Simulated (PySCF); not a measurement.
Gallium: a sound run and one with changed settings

Sound run: Ga [Ar] 3d10 4s2 4p1, Ga⁺ [Ar] 3d10 4s2. Computed with PySCF 2.14 in cc-pVTZ-PP with ECP10MDF (5s4p3d1f, 39 functions), with a scalar-relativistic core potential. In the sound run the correlated levels freeze 3s2 3p6 3d10 outside the core potential. The sound run starts from symmetry-adapted Hartree-Fock orbitals and uses a fine grid where one is needed.

Changed run: all electrons correlated in a basis built for the valence shell.

```
species  method  sound run (hartree)  changed run (hartree)  converged
     Ga     MP2           -258.33619             -258.43364        yes
    Ga⁺     MP2           -258.12531             -258.21965        yes
```

Ionisation energy of Ga:

```json
{"method": "UHF", "sound run (eV)": "5.532", "changed run (eV)": "5.532"}
{"method": "MP2", "sound run (eV)": "5.738", "changed run (eV)": "5.823"}
{"method": "SCS-MP2", "sound run (eV)": "5.720", "changed run (eV)": "5.772"}
```

A valence basis has no tight correlating functions, so it recovers only part of the core correlation, and not evenly between atom and ion.

For comparison, NIST gives 5.999 eV between the lowest levels.
